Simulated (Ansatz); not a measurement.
Program: Ansatz. Geometries: PBE0-D4/def2-TZVP. ΔE: electronic, gas phase. CCSD(T)/CBS is the MP2 limit (def2-TZVPP, def2-QZVPP) plus CCSD(T) − MP2 in def2-TZVPP, frozen cores. This one scheme is used for every species. For Se outer-core shells are correlated without core-valence functions, which leaves a few kJ/mol of doubt a bond. Scalar relativity is left out up to krypton. Each species was taken in one conformer, which may not be the lowest.

Reaction (formal exchange of groups at the Se–Si bond): `CO[SiH2][SeH]` + `CBF` → `CB(F)[SeH]` + `CO[SiH3]`

```tsv
species	CCSD(T)/CBS(def2) energy (Eh)
`CO[SiH2][SeH]`	-2806.67109
`CBF`	-165.10297
`CB(F)[SeH]`	-2565.84504
`CO[SiH3]`	-405.93001
```

Problem. Work out ΔE.

Solution. ΔE = (-2565.84504) + (-405.93001) − (-2806.67109) − (-165.10297) = -0.00099 Eh = -2.6 kJ/mol.

Largest T1 diagnostic among the species: 0.012.

Leaving LDA and LC-ωPBE aside and taking each functional with its dispersion term where it has one, the values, not all of them listed here, spread over 7.5 kJ/mol, from B97M-V to BHLYP-D4. LDA lies −4.2 kJ/mol from PBE without D4. From BLYP to BHLYP (50 % exact exchange), in def2-TZVPP and without D4, ΔE moves by +3.5 kJ/mol. In def2-TZVPP, CCSD(T) changes the Hartree–Fock value by −8.1 kJ/mol (the triples alone add −1.3 kJ/mol) and MP2 by −6.8 kJ/mol.
